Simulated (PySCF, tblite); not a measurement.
Isomers of C6H14S2. Computed with GFN2-xTB (tblite): harmonic, unscaled wavenumbers at the GFN2-xTB geometry, gas phase. This tight-binding method is rough: wavenumbers can miss measured ones by several per cent, in bad cases by 10 to 20. One conformer each.

Electronic energies: PBE0/pcSseg-1 single points on the GFN2-xTB geometries (PySCF, gas phase).

```tsv
SMILES	electronic energy, lowest = 0 (kcal/mol)
CCC(CC)SSC	1.7
CCSSCC(C)C	0.0
CC[C@H](CSC)SC	9.5
```

Task: How do GFN2-xTB zero-point energies change the relative energies?

Result: 
```
        SMILES  ZPE (kcal/mol)  of it from modes above 1550 cm⁻¹  electronic (kcal/mol)  with ZPE, lowest = 0 (kcal/mol)  lowest mode (cm⁻¹)  rings
    CCSSCC(C)C           118.2                              60.3                    0.0                              0.0                  31      0
    CCC(CC)SSC           118.1                              60.3                    1.7                              1.6                  45      0
CC[C@H](CSC)SC           117.0                              60.4                    9.5                              8.4                  30      0
```

The zero-point energies span 1.2 kcal/mol, from `CC[C@H](CSC)SC` to `CCSSCC(C)C`. The order is unchanged.

Task: And how do the electronic energies of GFN2-xTB itself compare?

Result: `CCSSCC(C)C` 0.0; `CCC(CC)SSC` 1.2; `CC[C@H](CSC)SC` 20.8 kcal/mol, lowest = 0. Against the energies above, taken from the same isomer `CCSSCC(C)C`, the largest difference is 11.3 kcal/mol.

Task: What do entropy and thermal enthalpy add at 298.15 K and 1 bar (rigid rotor, harmonic oscillator, one conformer each)?

Result: 
```json
{"SMILES": "CCSSCC(C)C", "point group": "C1", "symmetry number": "1", "S (cal/(mol K))": "109.5", "H − H(0) (kcal/mol)": "8.02", "ZPE + H − H(0) − TS (kcal/mol)": "93.6"}
{"SMILES": "CCC(CC)SSC", "point group": "C1", "symmetry number": "1", "S (cal/(mol K))": "108.1", "H − H(0) (kcal/mol)": "8.07", "ZPE + H − H(0) − TS (kcal/mol)": "93.9"}
{"SMILES": "CC[C@H](CSC)SC", "point group": "C1", "symmetry number": "1", "S (cal/(mol K))": "111.5", "H − H(0) (kcal/mol)": "8.22", "ZPE + H − H(0) − TS (kcal/mol)": "92.0"}
```
